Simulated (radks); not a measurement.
Results of a calculation; reference values are marked as such.
Spherical quantum dot in the effective-mass picture: electrons in a parabolic well V = omega^2 r^2 / 2 with omega = 0.237, with a point charge +2 (a donor) at the centre, all in effective atomic units (hartree* = m*/eps^2 hartree, bohr* = eps/m* bohr), one dielectric constant everywhere. Level of theory: non-relativistic Kohn-Sham, r2SCAN, spin-polarised, spherical densities, generalised Kohn-Sham scheme (a radial shooting solver with Libxc functionals). Levels are named by radial order and angular momentum (1s, 1p, 1d, 2s, ...), and open shells are averaged over m.

N = 12, configuration 1s2 1p6 1d(up 2, down 0) 2s2. This is the lowest configuration that the search found. Occupied and some empty levels:

| level | occupation | eigenvalue (hartree*) | <r> (bohr*) |
|---|---|---|---|
| 1s down | 1 | 1.9493 | 0.9802 |
| 1s up | 1 | 1.9520 | 0.9773 |
| 2s up | 1 | 2.4705 | 4.288 |
| 2s down | 1 | 2.4924 | 4.176 |
| 1p up | 3 | 2.5146 | 4.333 |
| 1p down | 3 | 2.5361 | 4.207 |
| 1d up | 2 | 2.6451 | 4.884 |
| 1d down | 0 | 2.6755 | 4.830 |
| 1f up | 0 | 2.7945 | 5.291 |
| 1f down | 0 | 2.8301 | 5.254 |
| 2p up | 0 | 2.8481 | 4.439 |
| 2p down | 0 | 2.8621 | 4.437 |
| 1g up | 0 | 2.9618 | 5.646 |
| 1g down | 0 | 3.0029 | 5.594 |

Energy (hartree*): total 12.9638, kinetic 4.6997, external -6.0160, Hartree 17.377, exchange-correlation -3.0973.
